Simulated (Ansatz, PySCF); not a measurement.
C₂F₃O, SMILES FC(F)([C]=O)F, multiplicity 2. Atoms are numbered in the order given.

```xyz
6

O      2.0747     0.0450    -0.0519
C      1.0983    -0.5326     0.2584
C     -0.3505    -0.0246     0.0159
F     -0.3735     1.1607    -0.5934
F     -0.9679     0.0826     1.1904
F     -0.9927    -0.9110    -0.7418
```
Charge 0, spin multiplicity 2.

The structure is a stationary point at r2SCAN-D4/def2-SVP. The isomer is the one that the SMILES or the coordinates give; other isomers of the formula were not compared.

Two levels are set side by side: PBE-D3(BJ)/def2-SVP (Ansatz, a program for electronic structure) and r2SCAN-D4/def2-SVP (Ansatz). Each level has its own optimised geometry; the coordinates shown are those of the second. Frequencies come from the Hessian of PySCF at each geometry. Differences are taken from unrounded values.

```csv
quantity,r2SCAN-D4
mean bond length (Å),1.345
bond O1–C2 (Å),1.176
bond C2–C3 (Å),1.554
bond C3–F4 (Å),1.333
bond C3–F5 (Å),1.331
bond C3–F6 (Å),1.331
highest harmonic wavenumber (cm⁻¹),1985
mean harmonic wavenumber (cm⁻¹),774
zero-point energy (kcal/mol),13.27
```

### Question
What does PBE-D3(BJ) give, and how far is it from r2SCAN-D4? (The exact figures need the calculation; the answer reports its results.)

### Answer

```csv
quantity,PBE-D3(BJ),PBE-D3(BJ) minus r2SCAN-D4
mean bond length (Å),1.355,0.010
bond O1–C2 (Å),1.185,0.009
bond C2–C3 (Å),1.562,0.008
bond C3–F4 (Å),1.344,0.011
bond C3–F5 (Å),1.341,0.010
bond C3–F6 (Å),1.341,0.010
highest harmonic wavenumber (cm⁻¹),1929,-56
mean harmonic wavenumber (cm⁻¹),748,-25
zero-point energy (kcal/mol),12.84,-0.44
```
